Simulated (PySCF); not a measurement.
**B3H6N3**

The system: B3H6N3, a small molecule; neutral, singlet. The structure was relaxed in the gas phase by PBE0-D3(BJ)/def2-SVP. No frequency run checks that it is a minimum.

SMILES: B1NBNBN1

Coordinates in Å:
```
N1      0.706   -1.221   -0.187
B2      1.464   -0.057    0.139
N3      0.748    1.167    0.305
B4     -0.668    1.256    0.157
N5     -1.370    0.057   -0.171
B6     -0.711   -1.196   -0.349
H7      1.193   -2.098   -0.308
H8      2.665   -0.105    0.271
H9      1.265    2.004    0.537
H10    -1.251    2.306    0.303
H11    -2.374    0.097   -0.280
H12    -1.330   -2.198   -0.625
```

Shieldings: GIAO PBE0/pcSseg-2. Shifts are against computed references at the same level: H TMS (σ 31.24 ppm). Core levels by delta-SCF with SCAN, pcX-2 on the ionised atom and pcseg-1 elsewhere, spin-free X2C; from the vacuum level, for chosen atoms.

Give the shieldings and core levels atom by atom.


```tsv
atoms	bonded to	σ (ppm)	δ (ppm)	core level (eV)
N1 N3 N5	2 B + 1 H	119.2	-	1s 404.67
B2 B4 B6	2 N + 1 H	70.6	-	1s 195.81
H7 H9 H11	1 N	25.63	5.61	-
H8 H10 H12	1 B	26.42	4.82	-
```

Values are those of this one static structure; atoms that internal rotation interchanges would show their mean in an NMR spectrum.

The core-hole state of B6 is spin-contaminated (⟨S²⟩ 0.81 against 0.75 for a pure doublet), so that value and differences from it are less sure.

By CAM-B3LYP/def2-SVPD (TDDFT singlets, Tamm-Dancoff triplets, ionisation by delta-SCF), where does absorption start, and what does vertical ionisation take?

The first singlet with intensity lies at 7.96 eV (f 0.029); what lies below it is dark. The lowest singlet lies at 6.92 eV (f 0.000), the strongest of the first 6 at 8.01 eV (f 0.409), the lowest triplet at 6.62 eV; vertical ionisation takes 10.37 eV.

The 3 runs behind this took 2.6 min in all, one thread each of Arm Neoverse V2 on a shared host, launched as `OMP_NUM_THREADS=1 python cluster_run.py task.json out`.
